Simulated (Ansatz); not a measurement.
```yaml
atoms:
  - { symbol: N, position_ang: [0.0000, 0.0000, -0.2896] }
  - { symbol: O, position_ang: [0.0000, 1.0055, 0.1267] }
  - { symbol: O, position_ang: [0.0000, -1.0055, 0.1267] }
```

Basis set: 6-31G* (spherical functions). Left uncorrelated: 3 orbitals. Charge 0, multiplicity 2.

Computed with Ansatz (development build ahead of 0.2.0); each method stands on the lowest determinant of its kind that the runs found.

(1) Give the atomization energy at this shape (free ground-state atoms in the same class of orbitals less the molecule, no zero-point energy) of doublet NO₂ by UHF-MP2, UHF.

Answers

(1)

```tsv
method	atomization energy
UHF-MP2	7.41 eV
UHF	1.32 eV
```

Caution: the shape is not the minimum.
